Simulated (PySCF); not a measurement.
## Tc²⁺ (technetium, charge +2): UHF calculation

Configuration: [Kr] 4d4 5s1, high-spin 6D determinant (an excited configuration). All numbers are calculated (PySCF 2.14, scalar relativity by spin-free X2C-1e, in x2c-QZVPPall).

* Total energy: -4282.164224 hartree
* One-electron energy: -5872.5922 hartree
* Hartree (Coulomb) energy: 1717.3979 hartree
* Exchange energy: -126.9700 hartree
* ⟨S²⟩: 8.7531
* ⟨L²⟩: 6.028
* Sum of ⟨r⟩: 26.50 bohr
* Sum of ⟨r²⟩: 35.39 bohr²
* Traceless quadrupole moment −½Σ⟨3z² − r²⟩ along its main axis: -0.650 e·bohr²
* Langevin diamagnetic susceptibility: -28.0 ×10⁻⁶ cm³/mol

```json
{"shell": "1s α", "electrons": "1", "mean orbital energy (hartree)": "-778.37594", "spread (hartree)": "0", "rms radius, mean of both spins (bohr)": "0.0394"}
{"shell": "1s β", "electrons": "1", "mean orbital energy (hartree)": "-778.37408", "spread (hartree)": "0", "rms radius, mean of both spins (bohr)": "0.0394"}
{"shell": "2s α", "electrons": "1", "mean orbital energy (hartree)": "-114.59596", "spread (hartree)": "0", "rms radius, mean of both spins (bohr)": "0.162"}
{"shell": "2s β", "electrons": "1", "mean orbital energy (hartree)": "-114.55354", "spread (hartree)": "0", "rms radius, mean of both spins (bohr)": "0.162"}
{"shell": "2p α", "electrons": "3", "mean orbital energy (hartree)": "-102.43245", "spread (hartree)": "0.00113", "rms radius, mean of both spins (bohr)": "0.144"}
{"shell": "2p β", "electrons": "3", "mean orbital energy (hartree)": "-102.39330", "spread (hartree)": "0.01014", "rms radius, mean of both spins (bohr)": "0.144"}
{"shell": "3s α", "electrons": "1", "mean orbital energy (hartree)": "-21.84281", "spread (hartree)": "0", "rms radius, mean of both spins (bohr)": "0.441"}
{"shell": "3s β", "electrons": "1", "mean orbital energy (hartree)": "-21.81693", "spread (hartree)": "0", "rms radius, mean of both spins (bohr)": "0.441"}
{"shell": "3p α", "electrons": "3", "mean orbital energy (hartree)": "-17.73417", "spread (hartree)": "0.01296", "rms radius, mean of both spins (bohr)": "0.446"}
{"shell": "3p β", "electrons": "3", "mean orbital energy (hartree)": "-17.70813", "spread (hartree)": "0.02028", "rms radius, mean of both spins (bohr)": "0.446"}
{"shell": "3d α", "electrons": "5", "mean orbital energy (hartree)": "-11.09229", "spread (hartree)": "0.04180", "rms radius, mean of both spins (bohr)": "0.435"}
{"shell": "3d β", "electrons": "5", "mean orbital energy (hartree)": "-11.03475", "spread (hartree)": "0.02367", "rms radius, mean of both spins (bohr)": "0.435"}
{"shell": "4s α", "electrons": "1", "mean orbital energy (hartree)": "-4.17806", "spread (hartree)": "0", "rms radius, mean of both spins (bohr)": "1.12"}
{"shell": "4s β", "electrons": "1", "mean orbital energy (hartree)": "-3.93216", "spread (hartree)": "0", "rms radius, mean of both spins (bohr)": "1.12"}
{"shell": "4p α", "electrons": "3", "mean orbital energy (hartree)": "-2.95899", "spread (hartree)": "0.04017", "rms radius, mean of both spins (bohr)": "1.25"}
{"shell": "4p β", "electrons": "3", "mean orbital energy (hartree)": "-2.65104", "spread (hartree)": "0.05687", "rms radius, mean of both spins (bohr)": "1.25"}
{"shell": "4d α", "electrons": "4", "mean orbital energy (hartree)": "-1.23534", "spread (hartree)": "0.05008", "rms radius, mean of both spins (bohr)": "1.67"}
{"shell": "5s α", "electrons": "1", "mean orbital energy (hartree)": "-0.85588", "spread (hartree)": "0", "rms radius, mean of both spins (bohr)": "2.96"}
```

Densities and radii are taken from the X2C orbitals without a picture-change correction, which distorts them close to the nucleus.

Spin-orbit constants ζ (cm⁻¹) from the X2C one-electron operator on these orbitals: bare nucleus, nucleus screened by l(l+1)(2l+1)/3 electrons, and screened by the Breit-Pauli mean field of the electrons.

| shell | bare | screened nucleus | mean field |
| --- | --- | --- | --- |
| 2p | 642100 | 612300 | n/a |
| 3p | 108900 | 103800 | n/a |
| 3d | 15530 | 11920 | n/a |
| 4p | 15040 | 14340 | n/a |
| 4d | 1332 | 1022 | n/a |

To first order the Landé constant is A = 204.4 cm⁻¹, so the lowest level has J = 1/2 and lies 0.177 eV below the centre of the term. This holds in LS coupling only.
